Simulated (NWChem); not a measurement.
chlorotrifluoromethane (CClF$_{3}$); SMILES FC(F)(F)Cl

```xyz
5

F     -0.9873    -0.7468     0.8099
C      0.0000     0.0000     0.3562
F     -0.1531     1.2285     0.8099
F      1.1405    -0.4816     0.8099
Cl     0.0000     0.0000    -1.4034
```
Atoms are numbered in this order, from 1.

Computed with NWChem. All runs use the structure optimised with PBE0/def2-SVP. B3LYP is NWChem's, with the RPA form of VWN correlation. Static field.

Order these by “anisotropy (bohr³)”, lowest first: PBE/def2-SVPD; Hartree-Fock/def2-SVPD; LC-BLYP (range parameter 0.33 per bohr)/def2-SVPD.

Hartree-Fock/def2-SVPD (7.1), LC-BLYP (range parameter 0.33 per bohr)/def2-SVPD (7.8), PBE/def2-SVPD (8.3)
